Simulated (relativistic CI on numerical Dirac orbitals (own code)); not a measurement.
Calculated at this level of theory: Dirac-Coulomb-Breit CI, orbitals from a KLI potential per configuration, model QED, unscaled Slater integrals (own radial code, finite nucleus).

The strongest absorption lines from the ground level of an ion, among the configurations computed and to levels below about 518 eV (vacuum wavelength in Å, gf): 47.162 (0.14), 50.574 (3.2), 50.791 (2.8), 50.900 (1.9), 50.991 (1.6), 67.712 (0.66), 68.978 (2.1), 70.199 (1.1).

**Question.** Which ion is it?
A. Hf XL
B. Tm XXXV
C. Pt XLIV
D. Hf XXXVIII

**Answer.** D. Hf XXXVIII has 35 electrons and the ground level 4s2.4p5 2P°_3/2; the strongest line goes to 4s2.4p4.4d 2D_5/2. The pattern of lines fixes the number of electrons, and along that sequence the line energies rise steadily with the charge (about as its square where n changes within one kind of shell, about linearly where n is kept but much faster in heavy ions where fine structure, which grows about as Z⁴, sets the gap, and irregularly where shells cross), which fixes Z. Configurations outside the model, such as inner-shell arrays, can give stronger lines. At this charge energies of transitions that change n are usually good to better than 1 %, and those within a shell (Δn = 0) to a few per cent.

LS names give the leading component of a level, which can be under half, so a name can repeat, a term be missing and a line seem to break the LS rules.
